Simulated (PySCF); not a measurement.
## [C3H7FSi2]+: g tensor and hyperfine couplings

Compound: C3H7FSi2 (charge +1 and doublet state).
Structure used (GFN2-xTB), in Å, numbered top down from 1:
```
atom  x, y, z in Å
C1     3.3330    0.0841   -0.2951
C2     2.2430   -0.4329   -0.2316
Si3    0.5722   -1.1895   -0.1039
C4    -0.3818    0.6176   -0.2236
F5    -0.0818    1.2951    0.8911
Si6   -2.3645    0.3916   -0.3043
H7     4.3010    0.5016   -0.3513
H8     0.1267   -1.8905   -1.3018
H9     0.2288   -1.7084    1.2124
H10    0.0215    1.1889   -1.0659
H11   -2.5609   -0.4065   -1.5085
H12   -2.7362   -0.2637    0.9426
H13   -2.7054    1.8132   -0.4002
```

The hyperfine couplings belong to this conformer and change with its torsions.

Identity: `[CH+]=[C][SiH2][C@H](F)[SiH3]` [radical] (charge +1).

Computed, not measured: UKS B3LYP, pcH-1 on C F H Si, non-relativistic, mean-field spin-orbit, GIAO (PySCF 2.14.0). Geometry: GFN2-xTB, one conformer, isolated ion. Couplings are sensitive to structure, and on GFN2-xTB geometries they can be far from those on DFT ones, by a factor of two or more for some ions and for spin on atoms past the first row. The SCF solution wasn't tested for stability.

| Property | Result |
| --- | --- |
| g1, g2, g3 | 2.00275, 2.00837, 2.01363 |
| g_iso | 2.00825 |
| Form of g | rhombic: the two nearest values differ by 48 % of g3 − g1 |
| ⟨S²⟩ | 0.7561 (exact 0.7500) |
| α and β electrons | 31, 30 |
| HOMO–LUMO gap, α and β orbitals | 7.22, 2.31 eV |
| Total energy | -796.97074 Eh |

Hyperfine couplings atom by atom, in MHz; T1 to T3 are the principal values of the dipolar part:

```tsv
atom	isotope	a_iso	of which spin–orbit	T1	T2	T3	Mulliken spin population
C1	13C	16.4	0.0	-17.1	-16.9	34.0	0.20
C2	13C	22.8	0.1	-9.5	-7.5	17.0	0.03
Si3	29Si	-6.0	0.0	-36.2	17.9	18.3	0.08
C4	13C	20.4	0.4	-45.7	-43.8	89.5	0.42
F5	19F	116.3	5.1	-289.4	-282.9	572.4	0.13
Si6	29Si	2.8	-0.1	-41.3	19.3	22.0	0.10
H7	1H	-15.5	0.0	-8.4	-2.0	10.3	-0.01
H8	1H	24.6	0.0	-3.2	-1.3	4.5	0.01
H9	1H	10.6	0.0	-3.0	-1.7	4.7	0.00
H10	1H	-28.5	0.1	-19.3	-3.2	22.5	-0.02
H11	1H	5.2	0.0	-3.8	-0.8	4.5	0.00
H12	1H	-5.5	0.0	-3.5	-1.5	5.0	0.00
H13	1H	89.9	0.0	-4.3	1.2	3.1	0.04
```

Largest spin populations (Mulliken): C4 (+0.42), C1 (+0.20), F5 (+0.13) and Si6 (+0.10).

C2, the radical centre as drawn in `[CH+]=[C][SiH2][C@H](F)[SiH3]`, holds a spin population of +0.03 out of 1.

Under fast tumbling the dipolar parts average out, and these isotropic splittings remain: 1 × 19F (F5, I = 1/2, 2 lines) with 4.14 mT, 3 × 1H (H11/H12/H13, I = 1/2, 4 lines) with 1.06 mT, 1 × 1H (H10, I = 1/2, 2 lines) with 1.01 mT, 1 × 1H (H8, I = 1/2, 2 lines) with 0.88 mT, 1 × 1H (H7, I = 1/2, 2 lines) with 0.55 mT and 1 × 1H (H9, I = 1/2, 2 lines) with 0.38 mT.

Nuclei that the bonding pattern makes equivalent are averaged, as if the motion that swaps them (rotation, inversion, ring flip) were fast. The three 1H nuclei of mean +29.8 MHz run from -5.5 to 89.9 MHz in the frozen geometry.

The 29Si coupling of Si3 (-6.0 MHz) shows only in satellite lines or after enrichment, since that isotope makes up about 4.7 % of natural silicon.

The 13C coupling of C2 (22.8 MHz) shows only in satellite lines or after enrichment, since that isotope makes up about 1.07 % of natural carbon.

The spin density at the nucleus, in bohr⁻³, is negative for H10 (-0.0064), H7 (-0.0035) and Si6 (-0.0033), for instance. A restricted open-shell determinant has no negative spin density anywhere; here it arises because α and β orbitals differ (spin polarisation).
